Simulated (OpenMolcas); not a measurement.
## Mo2+: moving or changing the point charges

Mo2+ among 8 point charges of -1.2 e arranged as a cube (Oh), 2.11 Å from the ion.

```
Program             : OpenMolcas
Method              : CASSCF
Basis               : ANO-RCC-VDZP [6s5p3d1f]
Scalar Hamiltonian  : DKH2, point nucleus
Active space        : 4 electrons in 5 orbitals (4d)
State averaging     : 2S+1 = 5 even, 5 roots; 2S+1 = 3 even, 45 roots; 2S+1 = 1 even, 50 roots
Spin-orbit coupling : state interaction with AMFI integrals over the reference wave functions
```

Runs around this geometry, states (labels of O, the rotations of Oh). Energies in cm-1 above the lowest state or level, χT in cm3 K/mol; under a threefold ground state the first gap can be a small split of the lowest multiplet, not the spin-orbit step; 10Dq and B are least-squares fits to the states below 45000 cm-1, weighted by degeneracy, with a free offset, and given where the rms deviation is under 5 % of |10Dq| (or 100 cm-1) and under 700 cm-1; 10Dq is negative for this site.

```json
{"R (Å)": "2.11", "q (e)": "-0.78", "Ground state": "5T2", "First state of that spin": "5E 5508", "10Dq": "", "B (rms of fit)": "", "First gap with spin-orbit (degeneracies)": "114.2 (1, 3)", "χT at 300 K": "1.801", "First state of another spin": "3T1 10367"}
{"R (Å)": "2", "q (e)": "-1.2", "Ground state": "5T2", "First state of that spin": "5E 11145", "10Dq": "-11555", "B (rms of fit)": "712 (232)", "First gap with spin-orbit (degeneracies)": "170.6 (1, 3)", "χT at 300 K": "1.795", "First state of another spin": "1A1 1707"}
{"R (Å)": "2.11", "q (e)": "-1.2", "Ground state": "5T2", "First state of that spin": "5E 8781", "10Dq": "-9132", "B (rms of fit)": "732 (182)", "First gap with spin-orbit (degeneracies)": "114.2 (1, 3)", "χT at 300 K": "1.854", "First state of another spin": "1A1 6259"}
{"R (Å)": "2.21", "q (e)": "-1.2", "Ground state": "5T2", "First state of that spin": "5E 7134", "10Dq": "", "B (rms of fit)": "", "First gap with spin-orbit (degeneracies)": "109.8 (1, 3)", "χT at 300 K": "1.837", "First state of another spin": "3T1 8762"}
```

Taking the first state of the same spin as R^-n, n = -ln(7134 / 11145) / ln(2.21 / 2) = 4.5 between the shortest and longest distance.

Scaling the charges by -0.78 / -1.2 = 0.65 scales the first state of the same spin by 5508 / 8781 = 0.63; with fixed orbitals a first-order splitting would follow the charge.

An orbital triplet at a regular site is open to Jahn-Teller coupling, which can distort the site and quench the lowest spin-orbit gaps and is left out. Without dynamic correlation the repulsion within the d shell is too large (B by tens of per cent), so at a given field states of lower spin stand too high. Point charges give a weaker field than real ligands, and real ions of this kind are as a rule low spin; the high spin found here belongs to the model. This shell can be high or low spin here, a state of another spin lies low, and with metal d orbitals alone active their balance is uncertain, so the ground spin may be wrong (holds for R = 2, q = -1.2). This is an electrostatic model: the charges have no orbitals. No measured value stands beside these numbers.
